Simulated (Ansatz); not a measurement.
```yaml
crystal:
  periodic: [false, false, false]
  atoms:
    - {symbol: N, position_ang: [-0.472540, 0.840242, 1.135444]}
    - {symbol: C, position_ang: [-0.127613, 0.403549, -0.146174]}
    - {symbol: F, position_ang: [-0.110352, 1.417911, -1.084020]}
    - {symbol: O, position_ang: [-0.930651, -0.662771, -0.614135]}
    - {symbol: Si, position_ang: [0.666674, -1.183724, -0.548637]}
    - {symbol: H, position_ang: [-1.419214, 1.207951, 1.149974]}
    - {symbol: H, position_ang: [0.171585, 1.542797, 1.471341]}
    - {symbol: H, position_ang: [1.324524, -1.407965, -1.852194]}
    - {symbol: H, position_ang: [0.985989, -2.204190, 0.471401]}
basis:
  gaussian: {orbitals: aug-pcseg-2, final_grid: {core_spheres: 5, valence_spheres: 4, degree: 11}}
magnetization: {spin_polarized: true, initial_magnetization: 0}
hamiltonian: {xc: {name: BLYP}, dispersion: d3bjatm}
```

```sh
$ ansatz run in.yaml --threads 2 --pin off --events-out ev --progress --plain --max-ram 4352MiB
```

It prints (some lines left out):

```
Functional definition: BLYP
1356 factors; their error is unknown
mean field evaluation 1: about -15221.3441 eV, gradient 6.2e1 eV
mean field evaluation 2: about -15084.1060 eV, gradient 1.6e2 eV
mean field evaluation 4: about -15233.9477 eV, gradient 2.2e1 eV
mean field evaluation 8: about -15235.5095 eV, gradient 1.9e-1 eV
mean field evaluation 16: about -15235.4598 eV, gradient 1.0e-3 eV
mean field -15235.45984274 eV, -559.8928222551 hartree, gradient 5.4e-5 eV, S^2 0.000000; 0 other end points of the search recorded, 0 dependent functions left out
reference -15235.46033417 eV, -559.8928403147 hartree; 24, 24 occupied and 302, 302 virtual orbitals, 1356 factors
Total energy: -15235.81412305 eV, -559.9058418163 hartree
```

It took 11 s on 2 threads of an Arm Neoverse V1 on a shared host, with 0.57 GiB of host memory at the peak.
